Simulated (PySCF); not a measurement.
**AsH₃⁺, doublet: data card**

Method: UPBE0 in PySCF with As def2-TZVP, H def2-TZVP; no relativity; density-fitted integrals.

The structure is a minimum.

- Point group: C3v
- Bond lengths: As–H 1.497 Å (×3)
- Bond angles: H–As–H 112.5° (×3)
- Highest occupied level (α): -15.35 eV
- Enthalpy at 298.15 K above 0 K: 10.48 kJ/mol
- Rotational symmetry number: 3
- Entropy at 298.15 K and 1 bar (electronic part: spin only): 229.1 J/(mol K)
- Zero-point energy: 57.2 kJ/mol
- Spin squared ⟨S²⟩: 0.753
- Dipole moment about the centre of mass: 0.61 D
- Heat capacity Cp at 298.15 K: 40.8 J/(mol K)
- Rotational constants: 4.643, 4.643, 2.698 cm⁻¹
- Principal quadrupole moments (Buckingham, traceless) about the centre of mass: -2.35, 1.18, 1.18 D Å
- Principal polarisabilities: 18.5, 24.8, 24.8 bohr³
- Lowest empty level (β): -11.25 eV

Harmonic modes (masses in u: As 74.922, H 1.008):
| symmetry | ω (cm⁻¹) | IR (km/mol, summed over degenerate members) | type |
| --- | --- | --- | --- |
| a1 | 688 | 2.9 | bend |
| e | 924 | 10.4 | bend |
| a1 | 2296 | 9.1 | stretch |
| e | 2362 | 63.9 | stretch |

In C3v the vibrations span 2a1 + 2e.

Charges (e):
```
  atom  Mulliken  Löwdin  polar tensor  spin (Mulliken)  Mayer order to As1
   As1      0.31    0.81          0.80             0.97                   –
H2,3,4      0.23    0.06          0.07             0.01                0.89
```

Mulliken populations on As1: s 7.65, p 14.93, d 10.10, f 0.01.

Outer orbital energies (eV). α occupied: -26.26, -18.87, -18.87, -15.35; empty: -6.61, -5.83, -5.83, -2.10. β occupied: -25.35, -18.61, -18.61; empty: -11.25, -6.21, -5.39, -5.39.

Other isomers or separated fragments may lie lower.

The final relaxation and frequency run took 14 s on 2 threads of a shared Arm Neoverse V2 host, with 66 basis functions and 8 gradients; the process peaked at 0.83 GiB. Launch command: `OMP_NUM_THREADS=2 python axn.py task.json out`.
